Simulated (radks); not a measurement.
Results of a calculation; reference values are marked as such.
All-electron atom: Sb3+ in [Kr] 4d10 5s2 (the NIST ground configuration).

Level of theory: scalar-relativistic Kohn-Sham, r2SCAN, spin-unpolarised, spherical densities, finite nucleus; meta-GGA in the generalised Kohn-Sham scheme; Fermi nuclear charge, rms radius 4.6802 fm (a radial shooting solver on a logarithmic mesh with Libxc functionals).

Energy parts (hartree):
total: -6480.35311
kinetic: 6777.85765
electron-nucleus: -15620.35123
Hartree: 2532.01669
exchange-correlation: -169.87622

Orbitals (lengths in bohr, moments of r in powers of bohr; r(max) is where P^2 peaks):
| orbital | occ. | eigenvalue (hartree) | r(max) |
|---|---|---|---|
| 1s | 2 | -1116.809 | 0.01835 |
| 2s | 2 | -171.4631 | 0.1036 |
| 2p | 6 | -153.9316 | 0.08307 |
| 3s | 2 | -34.72966 | 0.2995 |
| 3p | 6 | -28.97437 | 0.2931 |
| 3d | 10 | -20.20859 | 0.2447 |
| 4s | 2 | -6.69623 | 0.7236 |
| 4p | 6 | -4.92651 | 0.7629 |
| 4d | 10 | -2.34066 | 0.8454 |
| 5s | 2 | -1.43461 | 1.818 |
| 5p | 0 | -1.04477 | 2.083 |
| 5d | 0 | -0.50756 | 2.684 |

The highest occupied level is 5s at -39.038 eV. Summed over all electrons, <r^2> = 29.99 bohr^2, which gives a Langevin (diamagnetic) susceptibility term of -23.7 x 10^-6 cm^3/mol. The electron density at the nucleus is 2.15e+05 e/bohr^3 (large components only).
